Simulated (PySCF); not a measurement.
Isomers of C5H13OPSi2.

All values: PBE0/pcSseg-1 (PySCF) at GFN2-xTB geometries, gas phase, one conformer each.

Problem. Rank by LUMO energy, lowest first.
A. `[O:1]=[CH:2]/[CH:3]=[CH:4]\[Si@H:5]([PH2:6])[CH2:7][CH2:8][SiH3:9]` with O1–C2–C3–C4 178°, C3–C4–Si5–P6 -75°, C4–Si5–P6–H 59° and 152°, C4–Si5–C7–C8 163°, Si5–C7–C8–Si9 -177°
B. `[CH:1]#[C:2][C@@H:3]([CH3:4])[Si@H:5]([O:6][CH3:7])[SiH2:8][PH2:9]` with C2–C3–Si5–O6 -173°, C3–Si5–O6–C7 -72°, C3–Si5–Si8–P9 -72°, Si5–Si8–P9–H 164° and 71°
C. `[O:1]=[CH:2]/[CH:3]=[CH:4]/[Si@@H:5]([PH2:6])[CH2:7][CH2:8][SiH3:9]` with O1–C2–C3–C4 180°, C3–C4–Si5–P6 -11°, C4–Si5–P6–H -158° and -65°, C4–Si5–C7–C8 -158°, Si5–C7–C8–Si9 -72°
D. `[CH2:1]=[C:2]([CH2:3][SiH3:4])[Si@@:5]1([PH2:6])[CH2:7][CH2:8][O:9]1` with C1–C2–C3–Si4 100°, C1–C2–Si5–P6 -42°, C2–Si5–P6–H 33° and -60°

Solution. A (-2.32 eV), C (-2.13 eV), D (-0.70 eV), B (-0.52 eV).

Problem. Rank by the highest Hirshfeld charge on any atom, lowest value first.
A. `[CH2:1]=[C:2]([CH2:3][SiH3:4])[Si@@:5]1([PH2:6])[CH2:7][CH2:8][O:9]1` with C1–C2–C3–Si4 100°, C1–C2–Si5–P6 -42°, C2–Si5–P6–H 33° and -60°
B. `[CH:1]#[C:2][C@@H:3]([CH3:4])[Si@H:5]([O:6][CH3:7])[SiH2:8][PH2:9]` with C2–C3–Si5–O6 -173°, C3–Si5–O6–C7 -72°, C3–Si5–Si8–P9 -72°, Si5–Si8–P9–H 164° and 71°
C. `[O:1]=[CH:2]/[CH:3]=[CH:4]/[Si@@H:5]([PH2:6])[CH2:7][CH2:8][SiH3:9]` with O1–C2–C3–C4 180°, C3–C4–Si5–P6 -11°, C4–Si5–P6–H -158° and -65°, C4–Si5–C7–C8 -158°, Si5–C7–C8–Si9 -72°

Solution. C (+0.312 e), B (+0.339 e), A (+0.392 e).

Problem. Rank by HOMO–LUMO gap, highest first.
A. `[CH2:1]=[C:2]([CH2:3][SiH3:4])[Si@@:5]1([PH2:6])[CH2:7][CH2:8][O:9]1` with C1–C2–C3–Si4 100°, C1–C2–Si5–P6 -42°, C2–Si5–P6–H 33° and -60°
B. `[O:1]=[CH:2]/[CH:3]=[CH:4]\[Si@H:5]([PH2:6])[CH2:7][CH2:8][SiH3:9]` with O1–C2–C3–C4 178°, C3–C4–Si5–P6 -75°, C4–Si5–P6–H 59° and 152°, C4–Si5–C7–C8 163°, Si5–C7–C8–Si9 -177°
C. `[O:1]=[CH:2]/[CH:3]=[CH:4]/[Si@@H:5]([PH2:6])[CH2:7][CH2:8][SiH3:9]` with O1–C2–C3–C4 180°, C3–C4–Si5–P6 -11°, C4–Si5–P6–H -158° and -65°, C4–Si5–C7–C8 -158°, Si5–C7–C8–Si9 -72°
D. `[CH:1]#[C:2][C@@H:3]([CH3:4])[Si@H:5]([O:6][CH3:7])[SiH2:8][PH2:9]` with C2–C3–Si5–O6 -173°, C3–Si5–O6–C7 -72°, C3–Si5–Si8–P9 -72°, Si5–Si8–P9–H 164° and 71°

Solution. D (6.74 eV), A (6.42 eV), C (5.41 eV), B (5.22 eV).

All values together:

| SMILES | μ (D) | HOMO (eV) | LUMO (eV) | lowest IAO charge (e) | highest IAO charge (e) | lowest Hirshfeld charge (e) | highest Hirshfeld charge (e) |
| --- | --- | --- | --- | --- | --- | --- | --- |
| O=C/C=C\[Si@H](P)CC[SiH3] | 2.82 | -7.54 | -2.32 | -0.523 (C) | +0.706 (Si) | -0.223 (O) | +0.319 (Si) |
| C#C[C@@H](C)[Si@H](OC)[SiH2]P | 2.46 | -7.26 | -0.52 | -0.630 (O) | +0.886 (Si) | -0.223 (O) | +0.339 (Si) |
| O=C/C=C/[Si@@H](P)CC[SiH3] | 3.71 | -7.54 | -2.13 | -0.524 (C) | +0.722 (Si) | -0.226 (O) | +0.312 (Si) |
| C=C(C[SiH3])[Si@@]1(P)CCO1 | 1.96 | -7.11 | -0.70 | -0.675 (O) | +1.062 (Si) | -0.251 (O) | +0.392 (Si) |

Conformers: `[O:1]=[CH:2]/[CH:3]=[CH:4]\[Si@H:5]([PH2:6])[CH2:7][CH2:8][SiH3:9]` with O1–C2–C3–C4 178°, C3–C4–Si5–P6 -75°, C4–Si5–P6–H 59° and 152°, C4–Si5–C7–C8 163°, Si5–C7–C8–Si9 -177°; `[CH:1]#[C:2][C@@H:3]([CH3:4])[Si@H:5]([O:6][CH3:7])[SiH2:8][PH2:9]` with C2–C3–Si5–O6 -173°, C3–Si5–O6–C7 -72°, C3–Si5–Si8–P9 -72°, Si5–Si8–P9–H 164° and 71°; `[O:1]=[CH:2]/[CH:3]=[CH:4]/[Si@@H:5]([PH2:6])[CH2:7][CH2:8][SiH3:9]` with O1–C2–C3–C4 180°, C3–C4–Si5–P6 -11°, C4–Si5–P6–H -158° and -65°, C4–Si5–C7–C8 -158°, Si5–C7–C8–Si9 -72°; `[CH2:1]=[C:2]([CH2:3][SiH3:4])[Si@@:5]1([PH2:6])[CH2:7][CH2:8][O:9]1` with C1–C2–C3–Si4 100°, C1–C2–Si5–P6 -42°, C2–Si5–P6–H 33° and -60°.
